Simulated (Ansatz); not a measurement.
Relaxation of C$_{3}$H$_{4}$F$_{2}$Si (10 atoms, charge 0, multiplicity 1), to a largest force component of 0.02 eV/Å in at most 40 steps.

Level of theory: UKS revPBE/STO-3G in Ansatz.

```xyz
10
Properties=species:S:1:pos:R:3
C 1.590 -0.028 2.196
C 0.756 -0.250 1.311
Si -0.495 -0.662 -0.066
F 0.098 -2.032 -0.727
C -0.547 0.609 -1.397
F -1.052 1.798 -0.880
H 2.262 0.250 2.965
H -1.767 -0.894 0.531
H -1.200 0.321 -2.155
H 0.439 0.838 -1.775
```

Where does it end, and by what steps?

It converged. Limits of this set-up: minimal basis. After 6 steps the energy has fallen by 0.600 eV; F4 moved furthest, 0.13 Å.

```tsv
step	energy less start (eV)	largest force component (eV/Å)	accepted
0	0.0000	3.041	yes
1	-0.5558	1.064	yes
2	-0.5931	0.316	yes
3	-0.5963	0.136	yes
4	-0.5977	0.110	yes
5	-0.5988	0.091	yes
6	-0.5997	0.006	yes
```

```xyz
10
Properties=species:S:1:pos:R:3
C 1.554 0.012 2.163
C 0.745 -0.283 1.298
Si -0.453 -0.737 -0.026
F 0.038 -2.148 -0.748
C -0.543 0.683 -1.357
F -1.105 1.893 -0.868
H 2.273 0.276 2.938
H -1.770 -0.925 0.594
H -1.148 0.305 -2.231
H 0.492 0.873 -1.760
```

Whether the end is a true minimum wasn't checked by a vibrational analysis.

Run time: 42 s on 1 thread of Arm Neoverse N1, with other jobs on the host, peak memory 0.16 GiB.
